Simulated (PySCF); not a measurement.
Trend along the fifth-period p block: MTl molecules

MP2 with double-zeta basis sets in PySCF, for the lowest determinant that a PBE0 search found; no spin–orbit coupling. De refers to high-spin ground-configuration atoms.

```tsv
M	basis	reference, frozen orbitals	state (unpaired electrons)	Re (Å)	ωe (cm⁻¹)	De (eV)
In	def2-SVP	UHF, 8	triplet (σ ↑, π ↑)	3.065	106	1.04
Sn	def2-SVP	UHF, 8	quartet (σ ↑, π ↑↑)	2.907	130	1.76
Sb	def2-SVP	UHF, 8	triplet (π ↑↑)	3.024	127	1.14
Te	def2-SVP	UHF, 8	doublet (π ↑)	2.930	141	2.23
I	def2-SVP	RHF, 8	singlet (closed shell)	2.869	152	3.35
```

**Question.** By what factor does the harmonic wavenumber vary along the series?

**Answer.** At MP2 it runs from 106 cm⁻¹ (TlIn) to 152 cm⁻¹ (TlI), a factor of 1.43.

The state changes along the series, so neighbouring rows are not always alike in their bonding.

Correlated steps freeze 8 core orbitals. Correlated levels converge slowly with the basis: in double zeta they bind strong bonds too weakly, by up to about 1 eV, and carry superposition errors of some tenths. Spin–orbit coupling is left out, which matters for elements this heavy, above all for dissociation energies. Where the molecule has an RHF reference, its open-shell atoms are computed with UHF. States were picked by a PBE0 search and need not be the measured ground states.
